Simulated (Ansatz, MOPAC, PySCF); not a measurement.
Complex: SiH4 (SMILES [SiH4]) (first 5 atoms) with C3H4 (SMILES C=C=C); geometry from B3LYP-D3(BJ)/def2-TZVP, rigid monomers moved along the line of their centres of mass till Si1···C6 is 3.29 Å.
(charge 0, multiplicity 1):
```xyz
12

Si    -0.114     0.346     0.252
H      1.228     0.621     0.809
H     -0.015     0.247    -1.224
H     -1.040     1.446     0.601
H     -0.627    -0.933     0.787
C     -0.443     1.010     3.461
C      0.062    -0.188     3.475
C      0.567    -1.386     3.477
H      0.183     1.883     3.319
H     -1.507     1.174     3.589
H      0.659    -1.955     2.559
H      0.911    -1.852     4.393
```

Monomers are frozen at their geometry in the pair; levels with a basis set take the counterpoise correction. Rows marked so take none.

Correlated levels freeze the cores. Rows in 3-21G, 6-31G* carry no dispersion term and start afresh at each structure (6-31G* with six Cartesian d functions). MP2/6-31G* freezes PySCF's default core. The state reached by PM6 isn't checked.

Run with Ansatz (a program for electronic structure) with Gaussian orbitals; MOPAC for PM6 (differences of heats of formation); PySCF for 3-21G rows, 6-31G* rows, the dispersion terms. 

Other levels give for the interaction energy: PBE/def2-TZVPPD 0.95; B3LYP/def2-TZVPPD 2.59; B3LYP-D3(BJ)/def2-TZVPPD -1.06; wB97M-V/def2-TZVPPD -1.08; CCSD(T)/aug-cc-pV(D+d)Z 0.02 kcal/mol.

**Question.** What do these common cheap choices give for the same quantity: PM6, HF/6-31G*, BP86/6-31G* (no counterpoise), B3LYP/3-21G (no counterpoise), B3LYP/6-31G*, B3LYP/6-31G* (no counterpoise), M06-2X/6-31G* (no counterpoise), MP2/6-31G*?

**Answer.** PM6 -0.57; HF/6-31G* 4.02; BP86/6-31G* (no counterpoise) 1.74; B3LYP/3-21G (no counterpoise) 0.67; B3LYP/6-31G* 2.87; B3LYP/6-31G* (no counterpoise) 1.68; M06-2X/6-31G* (no counterpoise) -2.15; MP2/6-31G* 2.07 kcal/mol. They span -2.15 to 4.02 kcal/mol.
